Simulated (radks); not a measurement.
Results of a calculation; reference values are marked as such.
Spin polarisation of the 3p4 shell in the chlorine ion Cl+. Start: [Ne] 3s2 3p(up 2, down 2); electrons of 3p are moved from spin down to spin up, other shells keep equal spins. Code: a radial shooting solver on a logarithmic mesh with Libxc functionals. Model: scalar-relativistic Kohn-Sham, PBE, spin-polarised, spherical densities, point nucleus.

| moment (Bohr magnetons) | E - E(0) (eV) | e(3p up) (eV) | e(3p down) (eV) | 3s down minus up (eV) | 2p down minus up (eV) |
|---|---|---|---|---|---|
| 0 | 0.000 | -19.426 | -19.426 | 0.000 | 0.000 |
| 0.5 | -0.065 | -19.674 | -19.155 | 0.557 | 0.115 |
| 1 | -0.260 | -19.902 | -18.859 | 1.118 | 0.231 |
| 1.5 | -0.587 | -20.109 | -18.537 | 1.684 | 0.346 |
| 2 | -1.047 | -20.296 | -18.185 | 2.260 | 0.461 |

At moment 2 the spin-polarisation energy is -1.047 eV and the 3p exchange splitting 2.111 eV, that is 1.056 eV per Bohr magneton; E = -I m^2/4 would give I = 1.047 eV.
